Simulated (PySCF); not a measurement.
CdCl (SMILES [Cl][Cd]), doublet, geometry from GFN2-xTB (such geometries of metal compounds can be far from the true shape) (the spin is typed, not shown lowest) (all electrons, no relativity); M062X/3-21G in PySCF.

Input for PySCF:
```python
from pyscf import gto, scf, dft

mol = gto.Mole()
mol.atom = '''
    Cd   -0.00000000   -0.00000000   -0.63633937
    Cl    0.00000000    0.00000000    1.79672293
'''
mol.basis = '3-21g'
mol.spin = 1
mol.verbose = 4
mol.build()

mf = dft.UKS(mol)
mf.xc = 'm062x'
mf.grids.atom_grid = (50, 194)
mf.kernel()
mf.analyze()
```

Problem. Predict the main parts of the log of this PySCF run.

Solution. 
```
PySCF version 2.14.0

[INPUT] verbose = 4
[INPUT] num. atoms = 2
[INPUT] num. electrons = 65
[INPUT] charge = 0
[INPUT] spin (= nelec alpha-beta = 2S) = 1
[INPUT] symmetry False subgroup None
[INPUT] Mole.unit = angstrom
[INPUT] Symbol           X                Y                Z      unit          X                Y                Z       unit  Magmom
[...]
nuclear repulsion = 177.475358567974
number of shells = 21
number of NR pGTOs = 108
number of NR cGTOs = 49
basis = 3-21g
ecp = {}

******** <class 'pyscf.dft.uks.UKS'> ********
method = UKS
initial guess = minao
damping factor = 0
level_shift factor = 0
DIIS = <class 'pyscf.scf.diis.CDIIS'>
diis_start_cycle = 1
diis_space = 8
diis_damp = 0
SCF conv_tol = 1e-09
SCF conv_tol_grad = None
SCF max_cycles = 50
direct_scf = True
direct_scf_tol = 1e-13
number electrons alpha = 33  beta = 32
XC library pyscf.dft.libxc version 7.1.2
    S. Lehtola, C. Steigemann, M. J. T. Oliveira, and M. A. L. Marques,  SoftwareX 7, 1–5 (2018)
XC functionals = m062x
    Y. Zhao and D. G. Truhlar,  Theor. Chem. Acc. 120, 215 (2008)
    Y. Zhao and D. G. Truhlar,  Theor. Chem. Acc. 120, 215 (2008)
radial grids:
    Treutler-Ahlrichs [JCP 102, 346 (1995); DOI:10.1063/1.469408] (M4) radial grids

becke partition: Becke, JCP 88, 2547 (1988); DOI:10.1063/1.454033
pruning grids: <function nwchem_prune>
grids dens level: 3
symmetrized grids: False
atomic radii adjust function: <function treutler_atomic_radii_adjust>
User specified grid scheme (50, 194)
small_rho_cutoff = 0
Set gradient conv threshold to 3.16228e-05
tot grids = 12608
init E= -5889.78454690862

cycle= 1 E= -5900.65187220555  delta_E= -10.9  |g|= 0.299  |ddm|= 1.13
cycle= 2 E= -5900.65058904766  delta_E= 0.00128  |g|= 0.29  |ddm|= 0.75
cycle= 3 E= -5900.70271739263  delta_E= -0.0521  |g|= 0.0463  |ddm|= 0.397
cycle= 4 E= -5900.70401652971  delta_E= -0.0013  |g|= 0.00943  |ddm|= 0.0709
cycle= 5 E= -5900.70416363179  delta_E= -0.000147  |g|= 0.0022  |ddm|= 0.0406
cycle= 6 E= -5900.70417978449  delta_E= -1.62e-05  |g|= 0.00063  |ddm|= 0.0153
cycle= 7 E= -5900.70418093693  delta_E= -1.15e-06  |g|= 0.000158  |ddm|= 0.00351
cycle= 8 E= -5900.70418104436  delta_E= -1.07e-07  |g|= 4e-05  |ddm|= 0.00109
cycle= 9 E= -5900.7041810509  delta_E= -6.54e-09  |g|= 6.62e-06  |ddm|= 0.000245
cycle= 10 E= -5900.70418105103  delta_E= -1.31e-10  |g|= 1.1e-06  |ddm|= 3.8e-05
Extra cycle  E= -5900.70418105104  delta_E= -7.28e-12  |g|= 9.51e-07  |ddm|= 3.54e-06
converged SCF energy = -5900.70418105104  <S^2> = 0.75225317  2S+1 = 2.0022519
**** SCF Summaries ****
Total Energy =                       -5900.704181051040905
Nuclear Repulsion Energy =             177.475358567974240
One-electron Energy =                -8505.799909770343220
Two-electron Energy =                 2427.620370151328189
Two-electron Coulomb Energy =         2607.224140165146764
DFT Exchange-Correlation Energy =     -179.603770013818576
**** MO energy ****
                             alpha | beta                alpha | beta
[...]
To work with the spin densities directly, `use mulliken_meta_spin()` only printing them here.

 ** Mulliken spin pop alpha/beta on meta-lowdin orthogonal AOs **
 ** Mulliken Spin Density (per AO)  **
spin_pop of  0 Cd 1s        0.00000
spin_pop of  0 Cd 2s        0.00001
spin_pop of  0 Cd 3s        0.00005
spin_pop of  0 Cd 4s        0.00017
spin_pop of  0 Cd 5s        0.70245
spin_pop of  0 Cd 6s        0.00312
spin_pop of  0 Cd 2px      -0.00000
spin_pop of  0 Cd 2py      -0.00000
spin_pop of  0 Cd 2pz       0.00000
spin_pop of  0 Cd 3px      -0.00000
spin_pop of  0 Cd 3py      -0.00000
spin_pop of  0 Cd 3pz       0.00001
spin_pop of  0 Cd 4px       0.00001
spin_pop of  0 Cd 4py       0.00001
spin_pop of  0 Cd 4pz       0.00002
spin_pop of  0 Cd 5px      -0.00435
spin_pop of  0 Cd 5py      -0.00435
spin_pop of  0 Cd 5pz       0.06964
spin_pop of  0 Cd 6px      -0.00002
spin_pop of  0 Cd 6py      -0.00002
spin_pop of  0 Cd 6pz      -0.00032
spin_pop of  0 Cd 3dxy     -0.00000
spin_pop of  0 Cd 3dyz     -0.00000
spin_pop of  0 Cd 3dz^2     0.00000
spin_pop of  0 Cd 3dxz     -0.00000
spin_pop of  0 Cd 3dx2-y2   -0.00000
spin_pop of  0 Cd 4dxy     -0.00001
spin_pop of  0 Cd 4dyz      0.00003
spin_pop of  0 Cd 4dz^2     0.00425
spin_pop of  0 Cd 4dxz      0.00003
spin_pop of  0 Cd 4dx2-y2   -0.00001
spin_pop of  0 Cd 5dxy      0.00001
spin_pop of  0 Cd 5dyz     -0.00007
spin_pop of  0 Cd 5dz^2     0.00020
spin_pop of  0 Cd 5dxz     -0.00007
spin_pop of  0 Cd 5dx2-y2    0.00001
spin_pop of  1 Cl 1s        0.00000
spin_pop of  1 Cl 2s        0.00001
spin_pop of  1 Cl 3s        0.01021
spin_pop of  1 Cl 4s        0.00658
spin_pop of  1 Cl 2px       0.00000
spin_pop of  1 Cl 2py       0.00000
spin_pop of  1 Cl 2pz       0.00001
spin_pop of  1 Cl 3px       0.00469
spin_pop of  1 Cl 3py       0.00469
spin_pop of  1 Cl 3pz       0.19817
spin_pop of  1 Cl 4px      -0.00029
spin_pop of  1 Cl 4py      -0.00029
spin_pop of  1 Cl 4pz       0.00544
 ** Mulliken Spin Density (per atom)  **
spin density of  0 Cd =      0.77080
spin density of  1 Cl =      0.22920
 ** Mulliken pop alpha/beta on meta-lowdin orthogonal AOs **
 ** Mulliken pop       alpha | beta **
In total            33.00000 | 32.00000
 ** Mulliken atomic charges   ( Nelec_alpha | Nelec_beta ) **
charge of  0Cd =      0.68240  (    24.04420     23.27340 )
charge of  1Cl =     -0.68240  (     8.95580      8.72660 )
Dipole moment(X, Y, Z, Debye):  0.00000, -0.00000, -4.51756
```
